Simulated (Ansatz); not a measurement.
Species: sum formula SiAsH4 (charge 0, doublet). It need not be the lowest isomer of its formula. 
Structure (B3LYP-D3(BJ)/def2-TZVP (Ansatz, a program for electronic structure) minimum search):
```
Si
H 1 1.4813
H 1 1.4834 2 108.94
H 1 1.4834 2 108.94 3 -118.43
As 1 2.3752 2 108.82 4 -120.79
H 5 1.5315 1 90.59 2 180.00
```
Charge 0, spin multiplicity 2.

Parts of the frozen-core correlation energy in 6-31G* (Ansatz, hartree). Frozen orbitals: 19; correlated occupied orbitals by spin: 7 and 6; virtual: 36 and 37. UHF or UKS for open shells. No spin-orbit coupling. Non-relativistic.

```tsv
term	value
reference (HF)	-2525.13665
MP2 opposite-spin	-0.13139
MP2 same-spin	-0.02924
CCSD correlation	-0.19983
(T)	-0.00528
T1 diagnostic	0.015
largest doubles amplitude	0.052
<S^2> of the reference	0.762
```
